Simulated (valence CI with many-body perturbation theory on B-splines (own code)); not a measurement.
**Er LXII: E2, E3, M1, M2 decay**

Level of theory: valence CI with perturbative core correlation (CI+MBPT): five valence electrons over a frozen Dirac-Fock core [He], radial functions for each j: 9 s, 9 p, 8 d, 6 f, 3 g, 1 h, with the one-electron correlation potential Σ1 (screened to all orders), the two-electron term Σ2, the three-electron term Σ3, Breit, model QED; selected single and double excitations, second order for the rest (own B-spline code, finite nucleus).

The last digits are not significant, and no measured levels were compared; by estimate large intervals hold to a few tenths of a per cent, small ones and those within an open d or f shell to about a per cent. Among the levels kept, up to 1100 cm⁻¹ of a level comes from second order outside the variational space, and about a tenth of that is noise between levels of different J, which matters for small intervals.

Lines 1 to 50 of 51 in falling wavelength, among levels below 74113 × 10³ cm⁻¹, chosen from the decays that carry over 1 % of a level's rate. Wavelengths and rates use the calculated energies. Electric multipoles are in the length gauge, E1 and E2 with the static RPA response of the core. Weak lines are less certain than strong ones. Lines between different terms over intervals too small for the method are left out, as are lines whose strength nearly cancels. The highest levels of a list are the least certain.

Levels are named by their leading jj configuration (3d3/2^4 stands for four electrons in 3d with j = 3/2), which in mixed levels can hold well under half, so a name can repeat and another be missing. Letters in brackets count levels of one name in rising energy.

| λ vac (Å) | Upper | Lower | Type | A (s⁻¹) | Branch % |
| --- | --- | --- | --- | --- | --- |
| 13.24 | (2s^2 2p1/2 2p3/2^2) J=3/2 | (2s^2 2p1/2^2 2p3/2) J=3/2 | M1 | 7.81e+09 | 99.9 |
| 13.22 | (2s^2 2p3/2^3) J=3/2 | (2s^2 2p1/2 2p3/2^2) J=1/2 | M1 | 1.93e+09 | 7.0 |
| 12.93 | (2s^2 2p1/2 2p3/2^2) J=5/2 | (2s^2 2p1/2^2 2p3/2) J=3/2 | M1 | 1.30e+09 | 97.5 |
| 12.93 | (2s^2 2p1/2 2p3/2^2) J=5/2 | (2s^2 2p1/2^2 2p3/2) J=3/2 | E2 | 3.30e+07 | 2.5 |
| 12.60 | (2s^2 2p3/2^3) J=3/2 | (2s^2 2p1/2 2p3/2^2) J=5/2 | M1 | 2.20e+09 | 8.0 |
| 12.34 | (2s^2 2p1/2 2p3/2^2) J=1/2 | (2s^2 2p1/2^2 2p3/2) J=3/2 | M1 | 4.46e+09 | 99.3 |
| 12.32 | (2s^2 2p3/2^3) J=3/2 | (2s^2 2p1/2 2p3/2^2) J=3/2 | M1 | 8.82e+09 | 32.2 |
| 1.663 | (2s^2 2p1/2 2p3/2 3p1/2) J=3/2 [a] | (2s^2 2p1/2 2p3/2^2) J=1/2 | E2 | 1.65e+11 | 12.5 |
| 1.660 | (2s^2 2p1/2 2p3/2 3p1/2) J=5/2 | (2s^2 2p1/2 2p3/2^2) J=1/2 | E2 | 3.10e+11 | 17.7 |
| 1.654 | (2s^2 2p1/2 2p3/2 3p1/2) J=1/2 | (2s^2 2p1/2 2p3/2^2) J=5/2 | E2 | 3.41e+11 | 28.9 |
| 1.652 | (2s^2 2p1/2 2p3/2 3p1/2) J=3/2 [b] | (2s^2 2p1/2 2p3/2^2) J=1/2 | E2 | 1.41e+11 | 4.3 |
| 1.652 | (2s^2 2p1/2^2 3p1/2) J=1/2 | (2s^2 2p1/2^2 2p3/2) J=3/2 | E2 | 1.63e+12 | 91.0 |
| 1.652 | (2s^2 2p1/2^2 3p1/2) J=1/2 | (2s^2 2p1/2^2 2p3/2) J=3/2 | M1 | 2.12e+10 | 1.2 |
| 1.650 | (2s^2 2p1/2 2p3/2 3p1/2) J=5/2 | (2s^2 2p1/2 2p3/2^2) J=5/2 | E2 | 9.24e+11 | 52.9 |
| 1.649 | (2s^2 2p1/2 2p3/2 3p1/2) J=1/2 | (2s^2 2p1/2 2p3/2^2) J=3/2 | E2 | 5.10e+11 | 43.2 |
| 1.649 | (2s^2 2p1/2 2p3/2 3p1/2) J=1/2 | (2s^2 2p1/2 2p3/2^2) J=3/2 | M1 | 1.83e+10 | 1.6 |
| 1.648 | (2s^2 2p1/2 2p3/2 3p1/2) J=3/2 [a] | (2s^2 2p1/2 2p3/2^2) J=3/2 | E2 | 1.00e+12 | 75.5 |
| 1.645 | (2s^2 2p1/2 2p3/2 3p1/2) J=5/2 | (2s^2 2p1/2 2p3/2^2) J=3/2 | E2 | 2.30e+11 | 13.2 |
| 1.642 | (2s^2 2p1/2 2p3/2 3p1/2) J=3/2 [b] | (2s^2 2p1/2 2p3/2^2) J=5/2 | E2 | 9.10e+11 | 28.1 |
| 1.637 | (2s^2 2p1/2 2p3/2 3p1/2) J=3/2 [b] | (2s^2 2p1/2 2p3/2^2) J=3/2 | E2 | 5.93e+10 | 1.8 |
| 1.602 | (2s^2 2p1/2 2p3/2 3p3/2) J=3/2 [a] | (2s^2 2p1/2 2p3/2^2) J=1/2 | E2 | 4.65e+10 | 1.5 |
| 1.597 | (2s 2p1/2^2 2p3/2 3p3/2) J=7/2 | (2s 2p1/2^2 2p3/2^2) J=5/2 | E2 | 5.34e+11 | 8.4 |
| 1.596 | (2s^2 2p1/2 2p3/2 3p3/2) J=3/2 [b] | (2s^2 2p1/2 2p3/2^2) J=1/2 | E2 | 2.72e+11 | 3.5 |
| 1.595 | (2s^2 2p1/2 2p3/2 3p3/2) J=5/2 [b] | (2s^2 2p1/2 2p3/2^2) J=1/2 | E2 | 3.23e+11 | 13.6 |
| 1.595 | (2s 2p1/2^2 2p3/2 3p3/2) J=1/2 [b] | (2s 2p1/2^2 2p3/2^2) J=3/2 | E2 | 9.52e+11 | 5.8 |
| 1.594 | (2s^2 2p1/2 2p3/2 3p3/2) J=5/2 [a] | (2s^2 2p1/2 2p3/2^2) J=5/2 | E2 | 1.27e+11 | 3.3 |
| 1.592 | (2s^2 2p1/2 2p3/2 3p3/2) J=3/2 [a] | (2s^2 2p1/2 2p3/2^2) J=5/2 | E2 | 3.67e+11 | 11.7 |
| 1.591 | (2s^2 2p1/2 2p3/2 3p3/2) J=7/2 | (2s^2 2p1/2 2p3/2^2) J=5/2 | E2 | 5.66e+11 | 26.4 |
| 1.590 | (2s^2 2p1/2^2 3p3/2) J=3/2 | (2s^2 2p1/2^2 2p3/2) J=3/2 | E2 | 8.10e+11 | 45.9 |
| 1.589 | (2s^2 2p1/2 2p3/2 3p3/2) J=5/2 [a] | (2s^2 2p1/2 2p3/2^2) J=3/2 | E2 | 4.77e+11 | 12.4 |
| 1.588 | (2s^2 2p1/2 2p3/2 3p3/2) J=1/2 [a] | (2s^2 2p1/2 2p3/2^2) J=3/2 | E2 | 5.71e+11 | 2.0 |
| 1.588 | (2s^2 2p1/2 2p3/2 3p3/2) J=3/2 [a] | (2s^2 2p1/2 2p3/2^2) J=3/2 | E2 | 1.76e+11 | 5.6 |
| 1.586 | (2s^2 2p1/2 2p3/2 3p3/2) J=7/2 | (2s^2 2p1/2 2p3/2^2) J=3/2 | E2 | 6.47e+10 | 3.0 |
| 1.581 | (2s^2 2p1/2 2p3/2 3p3/2) J=1/2 [b] | (2s^2 2p1/2 2p3/2^2) J=5/2 | E2 | 1.13e+12 | 15.1 |
| 1.577 | (2s^2 2p1/2 2p3/2 3p3/2) J=1/2 [b] | (2s^2 2p1/2 2p3/2^2) J=3/2 | E2 | 4.66e+11 | 6.2 |
| 1.575 | (2s 2p1/2^2 2p3/2 3p3/2) J=1/2 [b] | (2s 2p1/2^2 2p3/2^2) J=5/2 | E2 | 2.97e+11 | 1.8 |
| 1.565 | (2s 2p1/2^2 2p3/2 3d5/2) J=9/2 | (2s 2p1/2^2 2p3/2^2) J=5/2 | M2 | 3.65e+10 | 35.8 |
| 1.565 | (2s 2p1/2^2 2p3/2 3d5/2) J=9/2 | (2s 2p1/2^2 2p3/2^2) J=5/2 | E3 | 2.19e+09 | 2.1 |
| 1.558 | (2s^2 2p1/2 2p3/2 3d5/2) J=9/2 | (2s^2 2p1/2 2p3/2^2) J=5/2 | M2 | 3.62e+10 | 39.2 |
| 1.558 | (2s^2 2p1/2 2p3/2 3d5/2) J=9/2 | (2s^2 2p1/2 2p3/2^2) J=5/2 | E3 | 2.29e+09 | 2.5 |
| 1.511 | (2s 2p1/2^2 2p3/2 3d5/2) J=9/2 | (2s^2 2p1/2 2p3/2^2) J=5/2 | E2 | 1.78e+09 | 1.7 |
| 1.419 | (2s^2 2p1/2 2p3/2 3p3/2) J=5/2 [a] | (2s^2 2p1/2^2 2p3/2) J=3/2 | E2 | 2.08e+11 | 5.4 |
| 1.418 | (2s^2 2p1/2 2p3/2 3p3/2) J=1/2 [a] | (2s^2 2p1/2^2 2p3/2) J=3/2 | E2 | 4.14e+11 | 1.4 |
| 1.418 | (2s^2 2p1/2 2p3/2 3p3/2) J=3/2 [a] | (2s^2 2p1/2^2 2p3/2) J=3/2 | E2 | 7.44e+11 | 23.8 |
| 1.417 | (2s^2 2p1/2 2p3/2 3p3/2) J=7/2 | (2s^2 2p1/2^2 2p3/2) J=3/2 | E2 | 7.90e+11 | 36.8 |
| 1.412 | (2s^2 2p1/2 2p3/2 3p3/2) J=5/2 [b] | (2s^2 2p1/2^2 2p3/2) J=3/2 | E2 | 5.82e+11 | 24.5 |
| 1.409 | (2s^2 2p1/2 2p3/2 3p3/2) J=1/2 [b] | (2s^2 2p1/2^2 2p3/2) J=3/2 | E2 | 3.27e+11 | 4.4 |
| 1.390 | (2s^2 2p1/2 2p3/2 3d5/2) J=9/2 | (2s^2 2p1/2^2 2p3/2) J=3/2 | E3 | 4.93e+09 | 5.3 |
| 1.363 | (2s 2p1/2^2 2p3/2 3d3/2) J=5/2 [a] | (2s^2 2p1/2^2 2p3/2) J=3/2 | E2 | 1.78e+12 | 1.7 |
| 1.362 | (2s 2p1/2^2 2p3/2 3d3/2) J=7/2 | (2s^2 2p1/2^2 2p3/2) J=3/2 | E2 | 2.63e+12 | 31.4 |
